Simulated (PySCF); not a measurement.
Se(Me)(SeH) (CH4Se2), SMILES C[Se][SeH]. Coordinates come from a B3LYP-D3(BJ)/def2-SVP optimisation. One conformer was computed; it need not be the lowest.

Computed equilibrium geometry at B3LYP-D3(BJ)/def2-SVP (PySCF confirms it by a frequency run) as Cartesian coordinates in Å (one conformer of several):
```xyz
7

Se     0.3513     0.7460     0.6399
C      2.1145     0.4774    -0.1940
H      2.7851     1.2190     0.2664
H      2.0518     0.6537    -1.2750
H      2.4837    -0.5352     0.0123
Se    -0.9204    -0.8113    -0.5847
H     -0.6595    -1.9830     0.2851
```
